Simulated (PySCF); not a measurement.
First SCF of a structure search on triplet MoCl₄, at a hand-made tetrahedral geometry. PySCF input:

```python
from pyscf import gto, scf, dft
mol = gto.M(atom='''
Mo     0.000000     0.000000     0.000000
Cl     1.368200     1.368390    -1.368390
Cl     1.368200    -1.368390     1.368390
Cl    -1.368200     1.368390     1.368390
Cl    -1.368200    -1.368390    -1.368390''',
    basis={'Mo': 'def2-TZVP', 'Cl': 'def2-TZVP'},
    ecp={'Mo': 'def2-TZVP'},
    charge=0, spin=2)
mf = dft.UKS(mol, xc='PBE')
mf.grids.atom_grid = (50, 194)
aux = {'Mo': 'def2-universal-JKFIT', 'Cl': 'def2-universal-JKFIT'}
mf = mf.density_fit(auxbasis=aux)
mf.conv_tol = 1e-08
mf.diis_space = 10
mf.max_cycle = 60
mf.init_guess = 'minao'
mf.verbose = 4
mf.kernel()
```

Excerpt of the output (cycles alone):

```
init E= -1902.09753133173
cycle= 1 E= -1908.4474933583  delta_E= -6.35  |g|= 0.392  |ddm|= 2.77
cycle= 2 E= -1908.19960792833  delta_E= 0.248  |g|= 0.759  |ddm|= 0.951
cycle= 3 E= -1908.24577950995  delta_E= -0.0462  |g|= 0.793  |ddm|= 0.892
cycle= 4 E= -1908.51611658837  delta_E= -0.27  |g|= 0.182  |ddm|= 0.323
cycle= 5 E= -1908.5332152995  delta_E= -0.0171  |g|= 0.0203  |ddm|= 0.105
cycle= 6 E= -1908.53341646914  delta_E= -0.000201  |g|= 0.00285  |ddm|= 0.017
cycle= 7 E= -1908.53342345755  delta_E= -6.99e-06  |g|= 0.00182  |ddm|= 0.00489
cycle= 8 E= -1908.53342565267  delta_E= -2.2e-06  |g|= 0.000564  |ddm|= 0.00259
cycle= 9 E= -1908.53342581654  delta_E= -1.64e-07  |g|= 6.7e-05  |ddm|= 0.00039
cycle= 10 E= -1908.53342581893  delta_E= -2.39e-09  |g|= 3.43e-06  |ddm|= 4.52e-05
Extra cycle  E= -1908.53342581877  delta_E= 1.56e-10  |g|= 1.75e-05  |ddm|= 1.27e-05
converged SCF energy = -1908.53342581877  <S^2> = 2.0143508  2S+1 = 3.009552
```

No lower solution of this spin was found from smeared starts or by a stability analysis within the unrestricted form.

With open d or f shells other occupations or spin states may lie lower.

The search for the lowest solution, 3 starts and the stability check together, took 26 s on 4 threads of a shared AMD EPYC 9R45 96-Core (Zen 5) host, with 188 basis functions; the process peaked at 0.8 GiB.
